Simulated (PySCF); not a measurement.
A geometry optimisation on `FB(F)CB`.

Method: PBE0-D3(BJ)/def2-SVP geometry optimisation, gas phase (PySCF 2.14.0). Start geometry: GFN2-xTB. The input is one job of a driver script: a line of settings, then coordinates in Å.

Command:
```bash
OMP_NUM_THREADS=1 python probes_run.py task.json out
```

Input:
```
{"job": {"xc": "PBE0", "basis": "def2-SVP", "d3": "d3bj", "grid": 1, "shake": 0.01, "kind": "geom"}, "charge": 0, "multiplicity": 1}
B      1.296570     0.091110     0.347300
C      0.068740    -0.353270    -0.561970
B     -1.264450     0.170380     0.111750
F     -1.867480    -0.506180     1.035640
F     -1.785660     1.337970    -0.164440
H      1.638610    -0.559020     1.215390
H      1.789480     1.150120     0.151840
H      0.040350    -1.428800    -0.628690
H      0.141650     0.080540    -1.540550
```

Output:
```
step   0  E = -289.47736613  max force = 0.033705
step   1  E = -289.47819804  max force = 0.030699
step   2  E = -289.48114584  max force = 0.018594
step   3  E = -289.48275896  max force = 0.005625
step   4  E = -289.48302222  max force = 0.001961
step   5  E = -289.48303723  max force = 0.000735
step   6  E = -289.48304274  max force = 0.000540
step   7  E = -289.48304571  max force = 0.000442
optimisation converged
```

Energies in Eh; «max force» is the largest Cartesian gradient component in Eh/bohr.

Problem. Give the first gradient maximum in eV/Å.

Solution. With 1 Eh/bohr = 51.422 eV/Å, 1.733 eV/Å.

Problem. How much energy does the optimisation release, in eV?

Solution. E(step 0) − E(last step) = 0.005680 Eh, which is 0.155 eV.

Summary of the converged run: final energy -289.48305 Eh after 7 steps; dipole 1.44 D.

Problem. Where do the atoms end?

Solution. 0.052 Å rms from the input after alignment:
```
atom  x, y, z in Å
B1     0.7987    0.5603    0.8712
C2     0.4664   -0.2702   -0.4033
B3    -1.0931   -0.3213   -0.5098
F4    -1.8077   -1.2018    0.1683
F5    -1.7706    0.5199   -1.2699
H6     0.9071    0.0209    1.9477
H7     0.9037    1.7635    0.8067
H8     0.8172   -1.3096   -0.3059
H9     0.8465    0.2131   -1.3158
```

On one thread, Arm Neoverse V2 (aarch64), on a shared host, this took 16 s of wall time and 0.37 GiB of memory at its peak.
Labels such as C1 count atoms from 1, the log's own numbers from 0.
